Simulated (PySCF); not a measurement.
1-methylsulfanylbut-2-yne (C₅H₈S), SMILES CSCC#CC.

Geometry optimised at B3LYP-D3(BJ)/def2-SVP. One conformer was computed; it need not be the lowest.

Two levels are set side by side: TDDFT-PBE/def2-SVPD (PySCF) and TDDFT-PBE0/def2-SVPD (PySCF). Vertical, same geometry. The lowest singlet is HOMO→LUMO 98 % with PBE and HOMO→LUMO 91 % with the other functional; states are paired by order. Differences are taken from unrounded values.

| quantity | TDDFT-PBE0 | TDDFT-PBE | TDDFT-PBE minus TDDFT-PBE0 |
|---|---|---|---|
| lowest singlet excitation (eV) | 5.20 | 4.75 | -0.45 |
| lowest triplet excitation (TDA) (eV) | 4.67 | 4.34 | -0.33 |

A lower first singlet is the usual sign of a functional without exact exchange. Differences between two approximate levels are no errors against the true value.

Rough cost on one machine, each run with all the roots and properties that it gave: TDDFT-PBE0 against TDDFT-PBE about 5 times.
